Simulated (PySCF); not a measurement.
PBE0-D3(BJ)/def2-TZVP geometry optimisation, gas phase with PySCF 2.14 and geomeTRIC: TiCl2, charge 0, multiplicity 3. Start (model start, shaken):

```
3

Ti    0.0000    0.0045   -0.0041
Cl   -0.0134   -0.0068    2.3151
Cl    0.0009    0.0201   -2.3374
```

| step | E − E(start) / kcal mol⁻¹ | largest force / Eh bohr⁻¹ |
| --- | --- | --- |
| 0 | 0.00 | 0.02196 |
| 1 | -2.38 | 0.00292 |
| 2 | -2.41 | 0.00061 |
| 3 | -2.41 | 0.00002 |

The optimisation met its thresholds. End point:

```
3

Ti   -0.0002    0.0046   -0.0088
Cl   -0.0136   -0.0076    2.2276
Cl    0.0014    0.0207   -2.2452
```

Metal–donor distances, start → end: Cl2 2.319 → 2.236 Å, Cl3 2.333 → 2.236 Å.

No frequencies were computed, so the end point may be a saddle point.

The job took 34 s on one thread of Intel Xeon Platinum 8259CL @ 2.50GHz (shared host), with 119 basis functions, launched as `OMP_NUM_THREADS=1 python lf_run.py task.json out`.
